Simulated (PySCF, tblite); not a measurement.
C8H10P (charge +1).
Numbering: `[CH:1]#[C:2][CH2:3][PH+:4]1[CH:5]=[CH:6][CH2:7][CH:8]=[CH:9]1` (hydrogens: H10 on C1; H11, H12 on C3; H13 on P4; H14 on C5; H15 on C6; H16, H17 on C7; H18 on C8; H19 on C9)

Computed geometry: GFN2-xTB, gas phase.

Give the optimised bond lengths and angles.

```json
{"bond": "C1≡C2", "length (Å)": "1.197", "order": "triple"}
{"bond": "C2–C3", "length (Å)": "1.451", "order": "single"}
{"bond": "C3–P4", "length (Å)": "1.825", "order": "single"}
{"bond": "P4–C5, P4–C9", "length (Å)": "1.777", "order": "single"}
{"bond": "C5=C6, C8=C9", "length (Å)": "1.334", "order": "double"}
{"bond": "C6–C7, C7–C8", "length (Å)": "1.486", "order": "single"}
{"bond": "C1–H10", "length (Å)": "1.050", "order": "single"}
{"bond": "C3–H11, C3–H12", "length (Å)": "1.096", "order": "single"}
{"bond": "P4–H13", "length (Å)": "1.385", "order": "single"}
{"bond": "C5–H14, C9–H19", "length (Å)": "1.082", "order": "single"}
{"bond": "C6–H15, C8–H18", "length (Å)": "1.083", "order": "single"}
{"bond": "C7–H16", "length (Å)": "1.098", "order": "single"}
{"bond": "C7–H17", "length (Å)": "1.097", "order": "single"}
```

Bonds in one row agree within 0.01 Å and their mean is given. Orders are formal, as drawn. A selection of angles:
```json
{"angle": "C1–C2–C3", "degrees": "179.3"}
{"angle": "C2–C3–P4", "degrees": "108.0"}
{"angle": "C3–P4–C5", "degrees": "112.0"}
{"angle": "C3–P4–C9", "degrees": "113.6"}
{"angle": "C5–P4–C9", "degrees": "105.8"}
{"angle": "P4–C5–C6", "degrees": "121.0"}
{"angle": "C5–C6–C7", "degrees": "127.0"}
{"angle": "C6–C7–C8", "degrees": "118.0"}
```

Dihedral angles: C2–C3–P4–C5 -61° (synclinal); C3–P4–C5–C6 -127° (anticlinal); P4–C5–C6–C7 -1° (synperiplanar); C5–C6–C7–C8 5° (synperiplanar); C6–C7–C8–C9 -4° (synperiplanar); C7–C8–C9–P4 0° (synperiplanar); C3–P4–C9–C8 126° (anticlinal). The mirror-image conformer, all signs reversed, is as good.

P4 (phosphonium phosphorus) is distorted tetrahedral (angles from 105.4° to 113.6°). The 6-membered ring P4–C5–C6–C7–C8–C9 has internal angles of 105.8° to 127.1° (sum 720°, against 720° for a flat polygon); it is almost planar, 0.02 Å rms from its mean plane, widest ring torsion 5°. C5 (alkene CH carbon) is planar (angles 122.1°, 121.0° and 116.9°, sum 360.0°, 0.01 Å off the plane of its three neighbours). The 6 C–C bonds span 1.197 Å (C1≡C2, drawn triple) to 1.487 Å (C6–C7, drawn single), a spread of 0.290 Å. The 3 C–P bonds span 1.776 Å (P4–C5, drawn single) to 1.825 Å (C3–P4, drawn single), a spread of 0.049 Å. C6 (alkene CH carbon) is planar (angles 127.0°, 118.6° and 114.4°, sum 360.0°, 0.00 Å off the plane of its three neighbours).

Point group: C1 (no symmetry element, even within 0.4 Å). Its GFN2-xTB frequencies are all real (lowest 42 cm⁻¹).
